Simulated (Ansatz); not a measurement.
`[SiH2]1[SiH2][SiH2][GeH2][GeH2][SiH2]1`. The species carries charge 0 and has multiplicity 1. Correlated methods include outer-core shells of Ge, which these sets cover unevenly. Scalar relativity is left out up to krypton.

```xyz
18

Si    1.201    1.400   -1.114
Si   -1.066    1.197   -1.679
Si   -2.115   -0.403   -0.326
Ge   -1.155   -0.326    1.850
Ge    1.123   -1.170    1.689
Si    2.014   -0.695   -0.473
H     1.321    2.317    0.056
H     1.970    1.987   -2.246
H    -1.183    0.797   -3.110
H    -1.745    2.512   -1.506
H    -3.589   -0.187   -0.296
H    -1.853   -1.757   -0.889
H    -1.115    1.133    2.345
H    -1.962   -1.151    2.870
H     1.999   -0.500    2.765
H     1.123   -2.688    1.951
H     3.502   -0.741   -0.449
H     1.530   -1.725   -1.435
```

**Question.** Give the diagnostics of a CCSD(T)/def2-TZVPP run (frozen core, Ansatz). (An estimate is asked.)

**Answer.** Computed: T1 = 0.0133, largest single amplitude 0.021, largest double 0.015, (T) share of the correlation energy 3.9 %, 8 CCSD cycles. The RHF solution is stable towards an unrestricted one. T1 lies under the customary mark of 0.02 for closed shells.
